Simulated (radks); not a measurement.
The numbers below are computed, except where a source is named.
Problem. Ionisation of the carbon ion C+, [He] 2s2 2p1, to C2+, [He] 2s2, under several functionals. Non-relativistic Kohn-Sham, spin-polarised, spherical densities, point nucleus; open shells are filled with parallel spins first; a radial shooting solver on a logarithmic mesh with Libxc functionals. The NIST Atomic Spectra Database gives 24.383 eV (measured). Rank these functionals by the error of their Delta-SCF ionisation energy: r2SCAN; Wu-Cohen GGA; MS2 meta-GGA; LDA (Slater exchange, Perdew-Wang correlation); exchange-only r2SCAN; XLYP; PW91; exchange-only PBE.

Solution. From best to worst: MS2 meta-GGA 24.347 eV (-0.036); r2SCAN 24.322 eV (-0.061); Wu-Cohen GGA 24.537 eV (+0.153); XLYP 24.647 eV (+0.264); PW91 24.671 eV (+0.288); LDA (Slater exchange, Perdew-Wang correlation) 24.682 eV (+0.299); exchange-only PBE 23.843 eV (-0.540); exchange-only r2SCAN 23.450 eV (-0.933). Open shells are spherical and high-spin; term and fine-structure splittings are not resolved.
